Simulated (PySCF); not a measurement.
NMR data simulated for an unnamed compound:

1H NMR (600 MHz, computed): δ 8.09 (dt, J = 8.6, 1.9 Hz, 1H), 7.80 (t, J = 2.6 Hz, 1H), 7.60 (dt, J = 8.4, 1.1 Hz, 1H), 7.51 (t, J = 8.5 Hz, 1H), 7.39 (t, J = 8.3 Hz, 1H), 3.58 (dd, J = 2.6, 1.1 Hz, 2H).

13C{1H} NMR (computed): δ 167.6 (CH, t, J = 10.1 Hz), 149.6 (C, t, J = 2.0 Hz), 148.1 (C), 139.5 (C, t, J = 38.0 Hz), 132.6 (CH), 131.1 (CH), 128.8 (CH), 128.4 (CH), 44.0 (CH2).

Gas phase, one conformer, one averaged value for each set of equivalent atoms, non-relativistic Hamiltonian. σ from GIAO-PBE0/pcSseg-1; coordinates at the PBE0-D3(BJ)/def2-SVP level; J couplings at B3LYP/pcJ-1 (spin–dipole term only in couplings to heteroatoms); PySCF 2.14.

References, each an isolated molecule treated in the same way: 1H (31.27 ppm), 13C (184.41 ppm) against TMS.

Question: Which of these does the molecule contain: a nitrile, a Si–H bond, a non-aromatic C=C double bond, a CF3 group, a benzene ring?

Answer: 
- A nitrile: no.
- A Si–H bond: no.
- A non-aromatic C=C double bond: yes.
- A CF3 group: no.
- A benzene ring: yes.

The data belong to SMILES FB(F)C1=CCc2ccccc21, C$_{9}$H$_{7}$BF$_{2}$; they needn't prove each group on their own.

Carbon signals by region: 1 in the far downfield region (above 160 ppm), 7 in the sp2 and nitrile region (100–160 ppm), 1 below 50 ppm. Above 160 ppm: 167.6, alkene CH.

A carbon bonded to boron is broadened by the quadrupolar boron nucleus and is often missing from a measured spectrum. C–F couplings over four or more bonds (about 3 Hz to the para carbon of a fluoroarene) are left out. Multiplet labels drop couplings under 1 Hz and merge nearly equal ones. Unscaled 3J(H,H) at this level run about 10 % above measured values. Shifts are as computed. Against solution values, carbons near 30 ppm lie about +2 ppm off and those near 130 ppm about +5 ppm. Of 1313 compounds with measured shifts, 239 miss one by over three times the rms of a fit or turn the order of signals round; such compounds aren't used in these exercises.
